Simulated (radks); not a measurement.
The numbers below are computed, except where a source is named.
Question: Tc+, 42 electrons, occupied as [Kr] 4d4 5s2 (not the ground configuration). Code: a radial shooting solver on a logarithmic mesh with Libxc functionals. Model: Dirac Kohn-Sham, PBE, spin-unpolarised, spherical densities, finite nucleus; open shells fill j = l - 1/2 first; Fermi nuclear charge, rms radius 4.4112 fm.

Spin-orbit splittings of the eigenvalues, e(l+1/2) - e(l-1/2), with zeta = 2 splitting/(2l+1) and mean radii in bohr:

| shell | occ. | splitting (eV) | zeta (eV) | <r> j=l-1/2 | <r> j=l+1/2 |
|---|---|---|---|---|---|
| 2p | 6 | 118.2 | 78.83 | 0.1271 | 0.1318 |
| 3p | 6 | 19.78 | 13.18 | 0.4090 | 0.4196 |
| 3d | 10 | 3.802 | 1.521 | 0.3969 | 0.4004 |
| 4p | 6 | 2.994 | 1.996 | 1.143 | 1.172 |
| 4d | 4 | ? | ? | 1.591 | 1.607 |

Estimate the 4d splitting.

Answer: 0.3208 eV (zeta = 0.1283 eV).
